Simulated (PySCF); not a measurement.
# Relaxation of singlet NbF₄⁺

Method: PBE0/[Nb def2-SVP with ECP28, F def2-SVP], scalar-relativistic core potentials, density fitting, no spin–orbit coupling, PySCF. A (50,194) grid was used.

A start displaced from a saddle point along its imaginary mode, of D2d symmetry, held to at least that symmetry:

```xyz
5
charge 1 multiplicity 1, angstrom
Nb    0.0000    0.0000    0.0000
F     1.8199    0.0000    0.1200
F     0.0000    1.8199   -0.1200
F    -1.8199    0.0000    0.1200
F     0.0000   -1.8199   -0.1200
```

Optimiser trace:
| step | E − E(last) (kJ/mol) | largest gradient (Eh/bohr) |
| --- | --- | --- |
| 0 | 266.41 | 0.00745 |
| 1 | 250.67 | 0.01236 |
| 2 | 218.05 | 0.01537 |
| 3 | 171.96 | 0.01814 |
| 4 | 125.18 | 0.02275 |
| 5 | 44.33 | 0.01621 |
| 6 | 7.96 | 0.00751 |
| 7 | 0.49 | 0.00115 |
| 8 | 0.09 | 0.00215 |
| 9 | 0.12 | 0.00284 |
| 10 | 0.00 | 0.00003 |

It ends at Td with Nb–F 1.787 Å (×4); F–Nb–F 109.5° (×6) (after a last refinement on a finer grid). A frequency run shows a minimum. Other isomers or separated fragments may lie lower.

Final geometry:
```xyz
5
charge 1 multiplicity 1, angstrom
Nb    0.0000    0.0000    0.0000
F     1.4581    0.0009    1.0330
F     0.0012    1.4579   -1.0334
F    -1.4600    0.0014    1.0304
F     0.0007   -1.4602   -1.0300
```

The relaxation took of the order of 2.3 core-minutes on a shared host.
